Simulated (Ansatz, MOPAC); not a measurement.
Molecule: BI, charge 1, multiplicity 2. SMILES: [B][I+]
Coordinates optimised at B3LYP-D3(BJ)/def2-TZVP (Ansatz, a quantum-chemistry and plane-wave program):
```
B
I 1 1.9668
```
Charge +1, spin multiplicity 2.

Quantity: vertical electron affinity to the singlet, in eV. Set-up: PM7 with its own dispersion and hydrogen-bond terms; frozen cores in correlated levels (noble-gas shells and the d and f shells of earlier blocks); LANL2DZ with its own core potentials from Na on; each state is the SCF solution reached for its charge and spin; def2 sets with scalar-relativistic core potentials past Kr; spin-orbit terms left out; UHF or UKS for open shells; 6-31G* and kin with 6d, 5d where marked. Ab initio and DFT rows: single points at B3LYP-D3(BJ) geometries (Ansatz). Semi-empirical rows: differences of heats of formation at the shared geometry for vertical values. Anions need diffuse functions, which STO-3G, LANL2DZ, def2-SVP, cc-pVDZ and Pople sets without + lack.

```csv
level,program,vertical electron affinity to the singlet (eV)
PM6,MOPAC,8.54
PM7,MOPAC,8.55
MNDO,MOPAC,10.09
HF/6-31G* with LANL2DZ past Ar,Ansatz,7.97
PBE/6-31G* with LANL2DZ past Ar,Ansatz,8.75
B3LYP/6-31G* with LANL2DZ past Ar,Ansatz,8.89
MP2/6-31G* with LANL2DZ past Ar,Ansatz,8.22
PBE/def2-TZVPD,Ansatz,8.75
```

No value to compare with is used here. The 7 habitual levels span 7.97 (HF/6-31G* with LANL2DZ past Ar) to 10.09 eV (MNDO); PBE/def2-TZVPD gives 8.75.

The levels are drawn from those run, B3LYP/6-31G* more often than the rest, none by its result; left out are runs that failed, that the program found above a lower state of the same kind, or whose <S^2> lies over 0.5 above the pure value.
